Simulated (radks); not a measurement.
Results of a calculation; reference values are marked as such.
Spin polarisation of the 4d7 shell in neutral ruthenium. Start: [Kr] 4d(up 3.5, down 3.5) 5s(up 0.5, down 0.5); electrons of 4d are moved from spin down to spin up, other shells keep equal spins. Level of theory: scalar-relativistic Kohn-Sham, r2SCAN, spin-polarised, spherical densities, finite nucleus; meta-GGA in the generalised Kohn-Sham scheme; Fermi nuclear charge, rms radius of each element as measured or else 0.836 A^(1/3) + 0.57 fm (a radial shooting solver on a logarithmic mesh with Libxc functionals).

moment (Bohr magnetons)	E - E(0) (eV)	e(4d up) (eV)	e(4d down) (eV)	5s down minus up (eV)
0	0.000	-5.271	-5.271	0.000
0.75	-0.118	-5.575	-4.945	0.189
1.5	-0.473	-5.857	-4.596	0.382
2.25	-1.064	-6.117	-4.224	0.585
3	-1.892	-6.354	-3.826	0.798

At moment 3 the spin-polarisation energy is -1.892 eV and the 4d exchange splitting 2.528 eV, that is 0.843 eV per Bohr magneton; E = -I m^2/4 would give I = 0.841 eV.
